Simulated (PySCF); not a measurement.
# Electron correlation in Cl⁺ (chlorine, charge +1)

[Ne] 3s2 3p3 4s1, high-spin 5S determinant (an excited configuration). Computed with PySCF 2.14 in aug-cc-pwCVTZ (8s7p5d3f, 75 functions), with no relativity, point nucleus. Frozen: [Ne]; 6 electrons correlated.

```csv
level,correlation energy (mhartree)
CCSD,-134.32
(T),-4.92
CCSD(T),-139.24
```

Diagnostics: T1 = 0.0084, D1 = 0.0282, largest double amplitude 0.051.

The outer electron is Rydberg-like, and this basis confines it to a smaller radius and binds it less than a complete one would.

Cost of the coupled-cluster step: about 16 core-seconds, for 6 correlated electrons.
